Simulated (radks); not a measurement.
Spherical quantum dot in the effective-mass picture: electrons in a well V = -V0 / (1 + exp((r - R)/a)) with V0 = 6.24, R = 4.72, a = 0.52, with a point charge +1 (a donor) at the centre, all in effective atomic units (hartree* = m*/eps^2 hartree, bohr* = eps/m* bohr), one dielectric constant everywhere. Method: non-relativistic Kohn-Sham, r2SCAN, spin-polarised, spherical densities, generalised Kohn-Sham scheme; computed with a radial shooting solver with Libxc functionals. Levels are named by radial order and angular momentum (1s, 1p, 1d, 2s, ...), and open shells are averaged over m.

N = 18, configuration 1s2 1p6 1d10. This is the lowest configuration that the search found. Occupied and some empty levels:

| level | occupation | eigenvalue (hartree*) | <r> (bohr*) |
|---|---|---|---|
| 1s | 2 | -1.1089 | 2.472 |
| 1p | 6 | -0.89319 | 3.036 |
| 1d | 10 | -0.63260 | 3.245 |
| 2s | 0 | -0.59371 | 2.064 |
| 1f | 0 | -0.30329 | 3.407 |

Energy (hartree*): total -59.2608, kinetic 8.8287, external -109.48, Hartree 47.445, exchange-correlation -6.0497.

Electron density:

| r (bohr*) | n(r) (e/bohr*^3) |
|---|---|
| 0.127 | 0.1147 |
| 0.608 | 0.05249 |
| 1.09 | 0.03698 |
| 1.57 | 0.04236 |
| 2.05 | 0.05961 |
| 2.53 | 0.07811 |
| 3.01 | 0.08202 |
| 3.49 | 0.06020 |
| 3.97 | 0.02707 |
| 4.45 | 0.006819 |
| 4.93 | 0.0009873 |
| 5.41 | 0.00009618 |
| 5.89 | 7.746e-06 |
| 6.37 | 5.930e-07 |
